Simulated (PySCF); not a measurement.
Vertical excitations of a molecule CH8FNSi2 from TDDFT-PBE/def2-SVPD run with PySCF, as energy in eV (oscillator strength): 4.05 (0.027), 4.76 (0.004), 5.29 (0.070), 5.46 (0.050), 5.89 (0.068), 6.02 (0.005), 6.16 (0.004), 6.43 (0.025), 6.62 (0.001), 6.73 (0.010). Lowest triplet (TDA): 3.84 eV. Geometry optimised at PBE0-D3(BJ)/def2-SVP. One conformer was computed; it need not be the lowest.

Q: Which molecule gave these data?
A. N[Si@H]([SiH3])CF
B. C[Si@@H](F)[SiH2]N
C. NC[SiH2][SiH2]F
D. C[SiH2][Si@@H](N)F

A: C, NC[SiH2][SiH2]F
